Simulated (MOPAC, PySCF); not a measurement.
Molecule: CH2I, net charge 1, singlet state. SMILES of the parent species: [CH2]I
Coordinates optimised at B3LYP-D3(BJ)/def2-TZVP (Ansatz):
```xyz
4

C     -1.6732    -0.0055    -0.0432
I      0.2730     0.0009     0.0070
H     -2.2165     0.9336    -0.0844
H     -2.2117    -0.9483    -0.0298
```
Charge +1, spin multiplicity 1.

Unscaled harmonic wavenumbers (cm⁻¹) in rising order, each level at the stationary point that it reaches from this structure (no distance between atoms moves by over 0.3 Å); the order of modes can differ between levels, and a negative number is imaginary. B3LYP-D3(BJ)/def2-TZVP (PySCF, at the structure above): 753, 886, 1018, 1419, 3114, 3250.

AM1 (MOPAC): 697, 769, 1065, 1300, 3025, 3052. Zero-point energy 14.2 against 14.9 kcal/mol; where all levels lie over 400 cm⁻¹, the wavenumbers are on average 0.944 times those of B3LYP-D3(BJ)/def2-TZVP.

PM6 (MOPAC): 652, 712, 970, 1200, 2579, 2626. Zero-point energy 12.5 against 14.9 kcal/mol; where all levels lie over 400 cm⁻¹, the wavenumbers are on average 0.851 times those of B3LYP-D3(BJ)/def2-TZVP.
